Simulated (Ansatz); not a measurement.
Isomers of C₂H₃BF₂, relaxed with PBE0-D4/def2-TZVP in Ansatz; electronic energies, one conformer each and not always the lowest. Functionals use def2-TZVPP; CBS adds triple-zeta CCSD(T) − MP2 to the MP2 limit of def2-TZVPP and def2-QZVPP.

Order them by energy at frozen-core CCSD(T)/CBS, lowest first. (Best estimate.)
A. `F[C@H]1B[C@@H]1F`
B. `C=CB(F)F`
C. `FB1CC1F`

B (0.0 kJ/mol), C (342.0 kJ/mol), A (579.1 kJ/mol).

How do HF/CBS(def2), ωB97M-V, MP2/CBS(def2), PBE-D4 place them (kJ/mol, against `C=CB(F)F`)? (Estimate.)

Ansatz gave: 
```
            isomer  HF/CBS(def2)  ωB97M-V  MP2/CBS(def2)  PBE-D4
`F[C@H]1B[C@@H]1F`         600.0    558.5          585.1   533.6
         `FB1CC1F`         366.0    325.8          340.8   306.5
```
